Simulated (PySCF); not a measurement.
Xe¹⁹⁺: ionisation energy

Xe¹⁹⁺ [Ar] 3d10 4s2 4p5 [4p1/2^2 4p3/2^3, M_J = 3/2] → Xe²⁰⁺ [Ar] 3d10 4s2 4p4 [4p1/2^2 4p3/2^2, M_J = 2], as a difference of total energies. All numbers are calculated (PySCF 2.14, the two-component X2C-1e Hamiltonian, in an even-tempered Gaussian basis (18 s from 1.2 bohr⁻², ratio 2.8; 14 p from 1.5 bohr⁻², ratio 2.8; 9 d from 2.7 bohr⁻², ratio 2.8; 4 f from 9.3 bohr⁻², ratio 3)). Correlated levels: [Ne] frozen; the 92 highest virtual spinors dropped. "Screened" scales the spin-orbit matrix elements by Boettger's factors to mimic the two-electron term; Breit and QED terms are absent.

```csv
method,ionisation energy (eV)
GHF (screened spin-orbit),580.06
GMP2 (screened spin-orbit),581.31
```

How much does correlation contribute at GMP2 (screened spin-orbit)?

581.31 − (580.06) = 1.25 eV, measured against GHF (screened spin-orbit).

Breit and QED terms and the two-electron picture change are absent.

The labels give the starting determinants; with spin-orbit coupling the two ends relaxed to ⟨J²⟩ = 3.75, ⟨L²⟩ = 2.02, ⟨S²⟩ = 0.77 and ⟨J²⟩ = 6.01, ⟨L²⟩ = 2.96, ⟨S²⟩ = 1.55.

For comparison: 582 ± 4 eV (theoretical estimate listed by NIST; NIST Atomic Spectra Database, ionization energies).
